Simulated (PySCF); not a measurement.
Input for PySCF: R-HF/3-21G on GeO, a point of a bond scan (R = 2.204 Å).

```python
from pyscf import gto, scf, dft, mp
from pyscf.data.elements import chemcore

mol = gto.M(
    atom='''
    Ge   -0.00000000   -0.00000000   -0.32648771
    O     0.00000000    0.00000000    1.87730432
    ''',
    basis='3-21g',
    charge=0, spin=0, verbose=3, max_memory=1800)
mf = scf.RHF(mol)
mf.conv_tol = 1e-8
mf.max_cycle = 100
mf.kernel()
if not mf.converged:
    mf = mf.newton().run(mf.mo_coeff, mf.mo_occ)
```

It printed:

```
converged SCF energy = -2139.61060813759
```

The run converged.

Cost: around 0.06 core-seconds (rough).
